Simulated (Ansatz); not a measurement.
Relaxation of C$_{2}$H$_{6}$AlCl (10 atoms, charge 0, multiplicity 1), to a largest force component of 0.02 eV/Å in at most 50 steps.

Method: RKS CAM-B3LYP-D4/def2-SVP in Ansatz.

```xyz
10
Properties=species:S:1:pos:R:3:forces:R:3
C -0.527 1.380 -1.006 0.00 -0.62 -0.16
Al -0.272 -0.485 -0.347 -0.70 -0.57 -1.39
C 0.752 -0.962 1.294 1.61 2.94 -2.93
Cl -1.107 -2.009 -1.411 -0.63 -0.87 -0.47
H -1.131 1.410 -1.919 -0.09 -0.04 -0.23
H -1.024 2.016 -0.270 -0.15 0.05 0.31
H 0.423 1.870 -1.234 0.32 0.13 -0.09
H 0.130 -1.497 2.019 -1.62 0.79 -0.17
H 1.167 -0.091 1.806 1.89 -0.58 1.42
H 0.662 0.292 0.600 -0.63 -1.23 3.72
```

**Question.** Where does it end, and by what steps?

**Answer.** It converged. After 11 steps the energy has fallen by 4.931 eV; H10 moved furthest, 1.50 Å. Parted: Al2–H10 (1.54 → 2.57 Å). Joined: C3–H10 (1.44 → 1.10 Å).

| step | energy less start (eV) | largest force component (eV/Å) | accepted |
| --- | --- | --- | --- |
| 0 | 0.0000 | 3.718 | yes |
| 1 | -1.6600 | 3.200 | yes |
| 2 | -2.8527 | 1.769 | yes |
| 3 | -3.6648 | 1.232 | yes |
| 4 | -4.2038 | 0.894 | yes |
| 5 | -4.5256 | 0.797 | yes |
| 6 | -4.7140 | 0.579 | yes |
| 7 | -4.8464 | 0.519 | yes |
| 8 | -4.9222 | 0.165 | yes |
| 9 | -4.9286 | 0.088 | yes |
| 10 | -4.9300 | 0.057 | yes |
| 11 | -4.9309 | 0.019 | yes |

```xyz
10
Properties=species:S:1:pos:R:3
C -0.553 1.410 -1.210
Al -0.302 -0.312 -0.350
C 0.521 -0.576 1.388
Cl -0.943 -2.037 -1.393
H -1.079 1.336 -2.172
H -1.124 2.096 -0.562
H 0.421 1.894 -1.397
H 0.169 -1.490 1.888
H 1.615 -0.675 1.276
H 0.349 0.278 2.064
```

The run took 26 s on 2 threads of Intel(R) Xeon(R) Platinum 8375C CPU @ 2.90GHz (Ice Lake), with other jobs on the host, peak memory 0.24 GiB.
